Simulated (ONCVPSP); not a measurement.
Potentials for sulfur compared

Generated with ld1.x 7.5 (TM, RRKJ, ultrasoft, PAW), atompaw 4.2 or ONCVPSP 4.0.1. The cutoff is in Ry: for ld1.x and atompaw files where the sum of valence levels is converged to 10 mRy in a Bessel basis, for ONCV files where the hardest occupied wave has 1 mHa per electron of residual kinetic energy. The error is the largest all-electron minus pseudo excitation energy over each file’s own four to seven test configurations (ionisations up to +4, promotions, holes and added fractions of an electron), all of which were solved. The labels leave out finer settings (local radius, basis sizes, second energies), which also bear on the numbers. Spin-polarised tests are not counted. The rows are a selection from randomly drawn settings: files with unsolved tests, undetermined cutoffs or missed reference levels are left out.

| potential | cutoff (Ry) | largest error (meV) | bound ghosts |
| --- | --- | --- | --- |
| ONCV, PBE, non-relativistic, rc 1.50/1.80/1.80 (spd), local smoothed, core correction yes, reference 3s2 3p4, qcut 4.7/4.3/4.8, projectors 2/3/2 | 31 | +130 | none |
| ONCV, PBE, scalar-relativistic, rc 1.50/1.30 (sp), local smoothed, core correction no, reference 3s2 3p2, qcut 5.2/6.7, projectors 2/2 | 26 | +9.7 | none |
| ONCV, PBE, scalar-relativistic, rc 1.35/1.50 (sp), local smoothed, core correction yes, reference 3s2 3p3, qcut 6.1/5.2, projectors 2/2 | 28 | +19 | none |
| ONCV, PBEsol, scalar-relativistic, rc 1.30/1.50/1.50 (spd), local smoothed, core correction yes, reference 3s2 3p2, qcut 5.6/5.8/6.2, projectors 2/3/1 | 27 | +11 | none |
| ONCV, PBE, scalar-relativistic, rc 1.50/1.45 (sp), local smoothed, core correction yes, reference 3s2 3p2, qcut 3.6/6.4, projectors 2/2 | 128 | +21 | none |

(1) Fill in the row for S: ONCV, PBE, scalar-relativistic, rc 0.80/0.70/0.80 (spd), local smoothed, core correction yes, reference 2s2 2p6 3s2 3p3.75, qcut 17.5/22.7/11.6, projectors 2/2/2.

## Answers

(1) cutoff 362 Ry, largest error +7.5 meV, bound ghosts: none.
